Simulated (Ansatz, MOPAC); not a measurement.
Molecule: CH7OSi2 (charge -1, singlet). SMILES: O([SiH3])[SiH2][CH2-]

Atoms: C1, Si2, O3, Si4, H5, H6, H7, H8, H9, H10, H11. Bonds: C1-Si2, C1-H5, C1-H6, Si2-O3, Si2-H7, Si2-H8, O3-Si4, Si4-H9, Si4-H10, Si4-H11.

Bond lengths (Å) and angles (degrees) optimised at AM1 with MOPAC; PM7 with MOPAC; HF/STO-3G with Ansatz (a first-principles code); B3LYP/LANL2DZ with Ansatz; B3LYP/6-31G* with Ansatz; MP2/6-31G* with Ansatz, each started from the B3LYP-D3(BJ)/def2-TZVP structure (Ansatz) of the last column. A row stands for all coordinates that are equal there; 10 of 17 kinds are shown. 6-31G* holds six Cartesian d functions. No wavenumbers were computed at HF/STO-3G, B3LYP/LANL2DZ, MP2/6-31G*, so these may be saddle points.

```
coordinate    AM1    PM7  HF/STO-3G  B3LYP/LANL2DZ  B3LYP/6-31G*  MP2/6-31G*  B3LYP-D3(BJ)/def2-TZVP
----------  -----  -----  ---------  -------------  ------------  ----------  ----------------------
C1-Si2      1.628  1.674      1.795          1.767         1.754       1.749                   1.749
C1-H5       1.092  1.072      1.091          1.091         1.090       1.089                   1.086
Si2-O3      1.814  1.700      1.720          1.801         1.751       1.770                   1.730
Si2-H7      1.474  1.461      1.437          1.505         1.510       1.507                   1.502
O3-Si4      1.697  1.540      1.644          1.661         1.646       1.645                   1.624
Si4-H9      1.465  1.463      1.428          1.502         1.498       1.495                   1.489
Si4-H10     1.468  1.464      1.429          1.501         1.512       1.506                   1.500
C1-Si2-O3   117.2  118.4      122.0          121.0         116.1       118.6                   117.5
Si2-O3-Si4  145.5  170.7      122.4          139.5         117.1       118.4                   122.8
Si2-C1-H5   124.3  123.7      108.7          122.2         122.6       121.9                   122.4
```

Mean signed difference of all 10 bond lengths from B3LYP-D3(BJ)/def2-TZVP: AM1 -0.009 Å, PM7 -0.039 Å, HF/STO-3G -0.026 Å, B3LYP/LANL2DZ 0.017 Å, B3LYP/6-31G* 0.010 Å, MP2/6-31G* 0.010 Å.
